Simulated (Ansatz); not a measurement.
Species: sum formula SiN₃H₆, charge 0, multiplicity 2. It need not be the lowest isomer of its formula. 
Geometry from a B3LYP-D3(BJ)/def2-TZVP (Ansatz, an electronic-structure program) optimisation:
SMILES: [NH][SiH](N)N
```xyz
10

N     -1.2336     1.1137    -0.5133
Si     0.0195     0.1760     0.2815
N      1.3689     0.0572    -0.7683
N     -0.3944    -1.4291     0.6948
H     -0.9120     1.9685    -0.9743
H      0.1932     0.8802     1.5825
H      2.1083    -0.6027    -0.5879
H      1.6721     0.8176    -1.3530
H     -0.9359    -1.6109     1.5249
H     -0.5847    -2.1093    -0.0250
```
Charge 0, spin multiplicity 2.

Basis-set convergence of Hartree-Fock and MP2 correlation energies (hartree) with Ansatz. Correlated levels leave the core frozen unless marked. Open shells are spin-unrestricted. Spin-orbit coupling is left out. No relativistic terms.

```json
[
 {"basis": "cc-pV(D+d)Z", "functions": "95", "E(HF)": "-455.82764", "E(corr, MP2)": "-0.57198"},
 {"basis": "cc-pV(T+d)Z", "functions": "213", "E(HF)": "-455.90805", "E(corr, MP2)": "-0.72220"},
 {"basis": "cc-pV(Q+d)Z", "functions": "409", "E(HF)": "-455.92578", "E(corr, MP2)": "-0.77590"}
]
```

Extrapolating the two largest sets (X = 3 and 4) as X^-3: E(corr) = (64·(-0.77590) - 27·(-0.72220))/37 = -0.8151 Eh, an estimate of the basis-set limit. The largest set recovers 95.2 % of it, the smallest 70.2 %.
